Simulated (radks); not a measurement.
Neutral rubidium, configuration [Kr] 5s1. Calculated with a radial shooting solver on a logarithmic mesh with Libxc functionals: non-relativistic Kohn-Sham, exchange-only PBE, spin-polarised, spherical densities, point nucleus; open shells are filled with parallel spins first (spin-orbit coupling, left out, can overturn this in heavy ions); relativity is left out, which matters for an element this heavy.

Normalised radial functions P(r) = r R(r), r in bohr:

r,4p up,4p down
0.001354,0.0003,0.0003
0.002137,0.0008,0.0008
0.003345,0.0019,0.0019
0.005277,0.0045,0.0045
0.00826,0.0104,0.0104
0.01303,0.0236,0.0237
0.0204,0.0504,0.0507
0.03218,0.1007,0.1012
0.05077,0.1759,0.1768
0.07947,0.2434,0.2446
0.1254,0.2103,0.2113
0.1962,-0.0242,-0.0243
0.3096,-0.3472,-0.3489
0.4846,-0.3167,-0.3182
0.7646,0.2469,0.2483
1.206,0.7846,0.7882
1.888,0.7269,0.7284
2.979,0.3218,0.3166
4.663,0.0681,0.0633
7.357,0.0048,0.0038
11.51,0.0001,0.0000
18.17,0.0000,0.0000

4p up: eigenvalue -15.015 eV, 2 radial nodes at r = 0.190, 0.647 bohr, <r> = 1.75 bohr, 90 % of the charge inside 2.67 bohr. 4p down: eigenvalue -14.920 eV, 2 radial nodes at r = 0.190, 0.647 bohr, <r> = 1.74 bohr, 90 % of the charge inside 2.64 bohr.
